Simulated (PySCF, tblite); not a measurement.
Isomers of C5H10F2OSi, one GFN2-xTB conformer each. Single-point energies are computed at PBE0/pcSseg-1 (PySCF, gas phase, no added dispersion term), electronic only.

```csv
SMILES,GFN2-xTB relative energy (kJ/mol)
C=C(C)CCO[SiH](F)F,0.0
FC[C@@H]1O[C@H](F)[C@H]1C[SiH3],456.2
```

Conformers: `[CH2:1]=[C:2]([CH3:3])[CH2:4][CH2:5][O:6][SiH:7]([F:8])[F:9]` with C1–C2–C4–C5 -122°, C2–C4–C5–O6 68°, C4–C5–O6–Si7 -70°, C5–O6–Si7–F8 -158°; `[F:1][CH2:2][C@@H:3]1[O:4][C@H:5]([F:6])[C@H:7]1[CH2:8][SiH3:9]` with F1–C2–C3–O4 -178°, C5–C7–C8–Si9 -75°.

Problem. What does PBE0/pcSseg-1 give for the same structures?

Solution. 
```
                         SMILES  PBE0/pcSseg-1 E (Eh)  PBE0/pcSseg-1 (kJ/mol)  GFN2-xTB (kJ/mol)  point group
             C=C(C)CCO[SiH](F)F            -760.40900                     0.0                0.0           C1
FC[C@@H]1O[C@H](F)[C@H]1C[SiH3]            -760.23188                   465.0              456.2           C1
```

Both levels put the same isomer lowest. As drawn, the lower has an Si–O bond, an Si–F bond and a C=C bond outside aromatic rings, which the higher lacks; the higher has a four-membered ring and an Si–C bond, which the lower lacks.

Problem. Which frontier levels, dipoles and rotational constants go with these structures?

Solution. 
| SMILES | HOMO (eV, PBE0/pcSseg-1) | LUMO (eV) | dipole (D) | A, B, C (MHz) |
| --- | --- | --- | --- | --- |
| C=C(C)CCO[SiH](F)F | -7.54 | -0.03 | 3.25 | 2168, 863.4, 791.2 |
| FC[C@@H]1O[C@H](F)[C@H]1C[SiH3] | -8.29 | 0.58 | 1.71 | 1750, 830.6, 642.9 |

Problem. What happens when harmonic zero-point energies from GFN2-xTB frequencies are added?

Solution. 
```csv
SMILES,ZPE (kJ/mol),electronic (kJ/mol),with ZPE (kJ/mol)
C=C(C)CCO[SiH](F)F,378.3,0.0,0.0
FC[C@@H]1O[C@H](F)[C@H]1C[SiH3],364.1,465.0,450.8
```

The zero-point energies span 14.2 kJ/mol. The order is unchanged.
